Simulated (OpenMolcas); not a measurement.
Nb4+: input and output

Nb4+ among 6 point charges of -0.98 e arranged as an octahedron (Oh), 1.95 Å from the ion. With inversion symmetry the input lists one of each pair of outer charges.

Input:

```
&GATEWAY
Coord
1

Nb 0.0 0.0 0.0
Basis=ANO-RCC-VDZP
Group=XYZ
NoMove
AngMom=0.0 0.0 0.0
AMFI
XField
3 Angstrom 0
1.950000 0.000000 0.000000 -0.980000
0.000000 1.950000 0.000000 -0.980000
0.000000 0.000000 1.950000 -0.980000
&SEWARD
* reference wave functions (RASSCF and RASSI steps not shown): 1 electron in 5 orbitals (4d)
>>> COPY JOB001 $Project.JobIph
&CASPT2
Multistate=5 1 2 3 4 5
NoMult
Frozen=8 6
IPEA=0.25
Imaginary=0.1
MaxIter=60
WThr=0.0 0.3 0.05
PrWF=0.5
NoMix
```

Launched by
```bash
OMP_NUM_THREADS=1 MOLCAS_MEM=1689 MOLCAS_PROJECT=a pymolcas a.inp > a.log  # once for each step of the input, in one work folder
```

Output, cut to the results:

```
--- CASPT2 ---
Orbital specifications:
      -----------------------

      Symmetry species                           1   2
                                                ag  au
      Frozen orbitals                            8   6
      Inactive orbitals                          1   3
      Active orbitals                            5   0
      Secondary orbitals                         7  13
      Deleted orbitals                           0   0
      Number of basis functions                 21  22
Type of calculation                        SS-CASPT2
      Fock operator                              state-specific
      IPEA shift                                 0.25
      Real shift                                 0.00
      Imaginary shift                            0.10
      The input orbitals will be transformed to quasi-canonical
Reference energy:       -3820.2533249531
      E2 (Non-variational):      -0.1504717223
      Shift correction:          -0.0000868851
      E2 (Variational):          -0.1505586074
      Total energy:           -3820.4038835605
      Residual norm:              0.0000001127
      Reference weight:           0.96598
      Contributions to the CASPT2 correlation energy
      Active & Virtual Only:         -0.0000000000
      One Inactive Excited:          -0.0322953252
      Two Inactive Excited:          -0.1181763970
Reference energy:       -3820.2533249529
      E2 (Non-variational):      -0.1504714346
      Shift correction:          -0.0000868848
      E2 (Variational):          -0.1505583194
      Total energy:           -3820.4038832723
      Residual norm:              0.0000001137
      Reference weight:           0.96598
      Contributions to the CASPT2 correlation energy
      Active & Virtual Only:         -0.0000000000
      One Inactive Excited:          -0.0322953795
      Two Inactive Excited:          -0.1181760551
::    CASPT2 Root  1     Total energy:  -3820.40388356
::    CASPT2 Root  2     Total energy:  -3820.40388327
::    CASPT2 Root  3     Total energy:  -3820.40388328
::    CASPT2 Root  4     Total energy:  -3820.36650335
::    CASPT2 Root  5     Total energy:  -3820.36655638
```

Spin-orbit levels above the lowest (labels of O, the rotations of Oh), with the averaged single-state CASPT2 energies on the diagonal:

```tsv
E (cm-1)	Degeneracy	Label	2S+1	g
0	4	Γ8	2	
1150	2	Γ7	2	2.00 2.00 2.00
8740	4	Γ8	2
```

Roots that are degenerate in the reference are averaged as groups; the widest CASPT2 spread within a group is 12 cm-1 (the 2-fold group of multiplicity 2 near 8200 cm-1 above the lowest state of its run). Shifts and gaps below about the spread of the groups concerned are not significant. An orbital triplet at a regular site is open to Jahn-Teller coupling, which can distort the site and quench the lowest spin-orbit gaps and is left out. This field is weak: 10Dq is about 8198 cm-1, while octahedral complexes of 4d ions of charge 3 and more, computed by the same method with explicit ligands, had a median near 25000 cm-1. Ground spin and moment need not be those of a real site. Free-ion shares, where given, are those of the reference states; single-state CASPT2 does not remix them. Point charges carry no covalency, so the field is a model and not that of real ligands. No measured value stands beside these numbers.

The CASPT2 steps took 0.47 s on 1 thread of Arm Neoverse V2, on a shared host; the integral step is not counted.
